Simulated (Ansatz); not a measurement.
A nudged elastic band was laid between two geometries of BFH2O + ClH (7 atoms, charge 0, multiplicity 1).

Computed with Ansatz, RKS PBE0/cc-pVDZ.

```json
{
 "movable images": "7",
 "climbing image": "yes",
 "spring": "5.0 eV/Å²",
 "optimiser": "quadratic models (default)",
 "start path": "through a guess of the saddle point",
 "force threshold": "0.05 eV/Å",
 "iteration limit": "60",
 "end points": "relaxed"
}
```

First end point:

```xyz
7
Properties=species:S:1:pos:R:3
B -0.098 -0.576 -0.046
O -0.431 0.258 0.972
H -1.164 -0.075 1.503
F 0.904 -0.189 -0.829
H -0.666 -1.619 -0.251
Cl 0.566 3.119 2.066
H 0.244 1.967 1.545
```

Last end point:

```xyz
7
Properties=species:S:1:pos:R:3
B -0.100 0.384 0.001
O -0.361 -0.030 1.638
H -0.567 0.821 2.066
F 1.245 0.140 -0.108
H -0.853 -0.321 -0.618
Cl -0.531 2.173 0.017
H 0.520 -0.282 1.964
```

Q: What changes between the two ends?

A: Bonds broken: Cl6–H7. Bonds formed: B1–Cl6, O2–H7. BFH2O + ClH becomes BClFH3O.

Q: What energy profile does the band end with?

A: The forces met the threshold. The highest image is number 4 of 0 to 8, 86.0 kJ/mol above the first end and 66.8 kJ/mol above the last; the last end lies 19.2 kJ/mol above the first. A vibrational analysis at the climbing image gives one clearly imaginary mode, 919i cm⁻¹: a first-order saddle point. The orbitals stay closed-shell, which can raise the energy where a bond breaks towards radicals; this wasn't checked here.

```tsv
image	path coordinate (Å)	energy (kJ/mol)	Cl6–H7 (Å)	B1–Cl6 (Å)	O2–H7 (Å)
0	0.00	0.0	1.30	4.31	1.92
1	0.83	1.5	1.30	4.09	1.92
2	1.65	6.0	1.30	3.67	1.97
3	2.48	17.0	1.31	3.05	1.92
4	3.30	86.0	1.53	2.26	1.24
5	4.01	26.0	2.25	1.87	0.98
6	4.71	22.2	2.67	1.84	0.97
7	5.42	20.9	2.99	1.84	0.97
8	6.12	19.2	3.30	1.84	0.97
```

Q: What is the geometry of the highest image?

A: 
```xyz
7
Properties=species:S:1:pos:R:3
B 0.038 0.047 0.160
O -0.106 -0.018 1.643
H -1.025 -0.206 1.885
F 1.256 -0.302 -0.244
H -0.937 -0.136 -0.517
Cl 0.118 2.287 0.472
H 0.007 1.213 1.560
```

Q: What are the harmonic wavenumbers there?

A: 919i, 218, 399, 436, 495, 530, 855, 990, 1034, 1103, 1190, 1349, 1555, 2699, 3820 cm⁻¹.

Time of the run: 5 min on 1 thread of Arm Neoverse V1 (shared host), peak memory 0.16 GiB.
